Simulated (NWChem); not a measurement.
# SiNH₂Cl₂F; SMILES N[Si](F)(Cl)Cl

```xyz
7

N      1.3777    -0.0644     1.3228
Si     0.3292    -0.0049    -0.0152
F      1.0515    -0.1546    -1.4688
Cl    -1.0024    -1.5660     0.1095
Cl    -0.6117     1.8227    -0.0454
H      1.9416     0.7428     1.5930
H      1.7457    -0.9505     1.6719
```
Atoms are numbered in this order, from 1.

Level: PBE-D3(BJ)/def2-SVP (NWChem), optimised geometry, unscaled harmonic frequencies. 

### Question
List the harmonic frequencies with IR intensities, and the thermochemistry.

### Answer
| frequency (cm⁻¹) | IR intensity (km/mol) |
|---|---|
| 120 | 6.0 |
| 150 | 6.5 |
| 234 | 174.5 |
| 263 | 3.5 |
| 263 | 1.7 |
| 284 | 12.2 |
| 294 | 24.7 |
| 496 | 44.9 |
| 595 | 122.1 |
| 802 | 157.1 |
| 842 | 138.9 |
| 948 | 142.6 |
| 1467 | 67.2 |
| 3516 | 54.3 |
| 3622 | 54.7 |

```
Quantity                                                                           Result
-----------------------------------------------------------------------  ----------------
zero-point energy                                                           19.9 kcal/mol
thermal correction to the enthalpy at 298.15 K (with zero-point energy)     24.9 kcal/mol
heat capacity Cv                                                         22.5 cal/(mol K)
entropy at 298.15 K and 1 atm (symmetry number 1)                        84.0 cal/(mol K)
dipole moment                                                                      2.74 D
```

Rigid rotor and harmonic oscillator.
